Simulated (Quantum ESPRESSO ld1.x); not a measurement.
The numbers below are computed, except where a source is named.
These are the eigenvalues of the occupied orbitals of an atom or ion with whole-number occupations (eV). Code: ld1.x of Quantum ESPRESSO 7.5. Model: scalar-relativistic Kohn-Sham, PBEsol, spin-unpolarised, spherical densities, point nucleus.

1s: -3523.345
2s: -358.980
2p: -286.020
3s: -41.338
3p: -24.829

Which element is it, and in what charge state? The configuration may be excited.

Answer. Z = 19, potassium, charge +1: K+ in [Ar]. The list shows which subshells hold electrons but not how many an open one holds; the 1s level, -129.48 hartree, gives Z - s = 16.1 by -(Z - s)^2/2, which with screening and relativity narrows Z to a few neighbours, and the depths of the outer levels then fix element, charge and occupations together.
